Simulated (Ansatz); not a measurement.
C3H2F3, SMILES F/C=C/[C](F)F, multiplicity 2.

Geometry optimised at PBE0-D3(BJ)/def2-SVP. The isomer is the one that the SMILES or the coordinates give; other isomers of the formula were not compared. One conformer was computed; it need not be the lowest.

Two levels are set side by side: PBE/def2-SVPD (Ansatz, an electronic-structure program) and CAM-B3LYP/def2-SVPD (Ansatz). Energy differences of separate SCF runs at the same geometry; the states with an electron removed or added have multiplicity 1 and 1. Differences are taken from unrounded values.

```json
[
 {"quantity": "vertical ionisation energy (eV)", "CAM-B3LYP": "8.05"}
]
```

Q: What does PBE give, and how far is it from CAM-B3LYP? (An estimate is asked for; the answer gives what the named calculation found.)

A: 
| quantity | PBE | PBE minus CAM-B3LYP |
|---|---|---|
| vertical ionisation energy (eV) | 7.62 | -0.43 |
